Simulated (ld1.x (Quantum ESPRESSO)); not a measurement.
# Before and after: ultrasoft potential for Pb (Z = 82)

* Element: Pb
* Generator: ld1.x (Quantum ESPRESSO) 7.5
* Type: ultrasoft
* Functional: LDA (PZ)
* Relativity: scalar-relativistic
* Frozen core: [Xe] 4f14
* Valence charge: 14
* Reference configuration: 5d10 6s1 6p3
* Partial waves: 6s (bound): rcut 1.40, rcutus 1.85 bohr; 6s channel at -0.1 Ry: rcut 1.40, rcutus 1.85 bohr; 6p (bound): rcut 2.20, rcutus 2.80 bohr; 6p channel at 0.15 Ry: rcut 2.20, rcutus 2.80 bohr; 5d (bound): rcut 1.05, rcutus 1.30 bohr; 5d channel at -0.9 Ry: rcut 1.05, rcutus 1.30 bohr; 5f channel at 0.25 Ry: rcut 2.65, rcutus 3.15 bohr; 5f channel at 2.75 Ry: rcut 2.65, rcutus 3.15 bohr
* Local potential: all-electron potential smoothed inside 2.60 bohr (lloc = -1)
* Core correction: Bessel-smoothed model core inside 0.85 bohr
* Augmentation charge: built from norm-conserving waves at rcut, not smoothed further

Change: local potential all-electron potential smoothed inside 1.75 bohr (lloc = -1).

Cutoffs: the cutoffs (Ry, on a coarse ladder) from which the occupation-weighted sum of valence levels, in a spherical-Bessel basis at the reference potential, stays within 10 and 1 mRy of its value at 400 Ry; they do not see the model core or the augmentation charge, which bear on the density cutoff. Errors are all-electron minus pseudo energies relative to the spin-unpolarised reference configuration.

**Question.** What does the change do?

**Answer.** Both files keep a bound ghost (s); the number of tests that count goes from 8 to 9; the errors of the 8 common tests hardly move; the range in which the p phases agree narrows (upper end at the end of the scan → 1.9).

```tsv
quantity	base	changed
cutoffs, loose and tight	70 Ry, 120 Ry	not determined
bound ghosts	s	s (f not tested, overlap not positive)
tests counted (converged, no solver errors)	8 of 9	9 of 9
error for 5d10 6s2 6p2, meV [ΔE -8.82 eV]	-20	-18
error for 5d10 6s2 6p1, meV [ΔE -1.99 eV]	-34	-31
error for 5d10 6s2 6p0, meV [ΔE 11.77 eV]	-64	-60
error for 5d10 6s2 6p1.5, meV [ΔE -6.21 eV]	-25	-23
error for 5d10 6s1 6p2, meV [ΔE 7.61 eV]	-4.2	-4.1
error for 5d10 6s1 6p0, meV [ΔE 44.65 eV]	-41	-41
error for 5d10 6s1 6p3 (spin-polarised), meV [ΔE -1.86 eV]	+15	+15
error for 5d10 6s2 6p2 (spin-polarised), meV [ΔE -9.27 eV]	-18	-16
s: phases at 3.40 bohr within 0.05 rad from the reference energy up to (Ry; the scan ends near 5)	to the end of the scan	to the end of the scan
p: phases at 3.40 bohr within 0.05 rad from the reference energy up to (Ry; the scan ends near 5)	to the end of the scan	1.9
d: phases at 3.40 bohr within 0.05 rad from the reference energy up to (Ry; the scan ends near 5)	4.2	to the end of the scan
f: phases at 3.40 bohr within 0.05 rad from the reference energy up to (Ry; the scan ends near 5)	0.8	0.5
lowest overlap eigenvalue by channel	s 0.75, p 0.50, d 0.89, f 0.30	s 0.68, p 0.39, d 0.87, f -1018.70
```

Base: Tests not counted: 5d9 6s2 6p2 (solver errors, printed error -1277 eV). Changed file: the overlap operator is not positive definite in a basis up to 400 Ry (lowest eigenvalue f -1018.70), so the file is unfit for use: the generalised eigenproblem breaks down once the basis is large enough, and its test numbers describe a broken file. A true bound ghost makes a file unfit for plane-wave use even where its test errors are small: the radial tests pick states by their node count and pass the ghost by. Where a test does run into it, the solver fails or the error is huge.
